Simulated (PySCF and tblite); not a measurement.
Values are calculated unless marked as measured or tabulated.
C9H12O, numbered as in [CH3:1][CH:2]([CH3:3])[O:4][c:5]1[cH:6][cH:7][cH:8][cH:9][cH:10]1.

Geometries PBE0-D3(BJ)/def2-SVP; weights from CAM-B3LYP-D3(BJ)/def2-SVPD (IEF-PCM, chloroform) energies and GFN2-xTB thermal corrections, with symmetry numbers and mirror pairs. Conformers within 3 kcal/mol (GFN2-xTB free energy) were kept, 6 at most. GIAO shieldings: PBE0/pcSseg-1 (IEF-PCM, chloroform). Shifts are against TMS (¹H), TMS (¹³C) at the same level. Codes: tblite and PySCF.

Q: Predict the averaged NMR shifts at 298.15 K.

A: ¹H: 7.52 (H7/H9, 2H), 7.07 (H8, 1H), 7.01 (H6/H10, 2H), 4.34 (H2, 1H), 1.32 (H1/H3, 6H) ppm. ¹³C: 163.5 (C5), 136.2 (C7/C9), 124.9 (C8), 119.3 (C6/C10), 68.3 (C2), 22.4 (C1/C3) ppm.

Q: How do the conformers differ?

A: Torsions listed: C1–C2–O4–C5, C2–O4–C5–C6. Of a mirror pair one member is shown.
```json
{"conformer": "1", "shape": "-160°, 5°", "weight %": "99.9"}
{"conformer": "2", "shape": "66°, 180°", "weight %": "0.1"}
```

```
signal      1      2  average
 H1/H3   1.32   1.56     1.32
    H2   4.34   4.52     4.34
H6/H10   7.01   7.09     7.01
 H7/H9   7.52   7.45     7.52
    H8   7.07   7.03     7.07
 C1/C3   22.4   20.2     22.4
    C2   68.3   73.4     68.3
    C5  163.5  162.7    163.5
C6/C10  119.3  122.0    119.3
 C7/C9  136.2  135.7    136.2
    C8  124.9  124.3    124.9
```

Shifts are unscaled: against experiment ¹³C can be off by 15 ppm or more and ¹H by 0.8 ppm.
